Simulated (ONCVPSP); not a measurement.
## Before and after: ONCV potential for rubidium

ONCVPSP 4.0.1 input, shortened (lines: element, Z, core and valence counts, functional; n l f; lmax; l rc ep ncon nbas qcut; lloc lpopt rc5 dvloc0; l nproj debl; icmod fcfact rcfact), BLYP, scalar-relativistic:

```
  Rb 37.00    6    3  -106131      upf
    1    0    2.00
    2    0    2.00
    2    1    6.00
    3    0    2.00
    3    1    6.00
    3    2   10.00
    4    0    2.00
    4    1    6.00
    5    0    0.75
    2
    0    2.50    0.00    4    7    3.90
    1    1.90    0.00    5    8    7.50
    2    1.85    0.10    4    8    4.40
    4    5    1.20    0.00
    0    2    3.60
    1    3    0.70
    2    3    0.50
    0    0.00    0.00
```

Change: all radii scaled by about 1.29 (s 3.22, p 2.46, d 2.38 bohr); local potential polynomial inside 1.56 bohr (lpopt 5, dvloc0 0 Ha).

Cutoffs: the cutoffs (Ha) at which the residual kinetic energy of the hardest occupied pseudo-wave falls to 1 and 0.1 mHa per electron; they do not see the model core or the augmentation charge, which bear on the density cutoff. Errors are all-electron minus pseudo energies relative to the spin-unpolarised reference configuration.

**Question.** How do hardness, ghosts and transferability respond?

**Answer.** The potential gets softer (18 Ha and 23 Ha → 13 Ha and 18 Ha); both files keep a bound ghost (d); the lowest positive-energy flag moves from s at 43.8 eV to none; the errors of the 4 common tests hardly move. A larger radius leaves more room for a smooth pseudo-wave, so fewer plane waves are needed.

```csv
quantity,base,changed
"cutoff, loose",18 Ha,13 Ha
"cutoff, tight",23 Ha,18 Ha
loose cutoff by channel,"s 3.5 Ha, p 18 Ha","s 3.8 Ha, p 13 Ha"
bound ghosts,d,d
GHOST(+) flags under 300 eV,s at 43.8 eV,none
"error for 4s2 4p6 5s1, meV [ΔE -0.66 eV]",0.0,0.0
"error for 4s2 4p6 5s0, meV [ΔE 3.53 eV]",-0.1,-0.1
"error for 4s2 4p6 5s0.5, meV [ΔE 0.91 eV]",0.0,0.0
"error for 4s2 4p5 5s1, meV [ΔE 20.24 eV]",+16,+18
```

 A true bound ghost makes a file unfit for plane-wave use even where its test errors are small: the radial tests pick states by their node count and pass the ghost by.
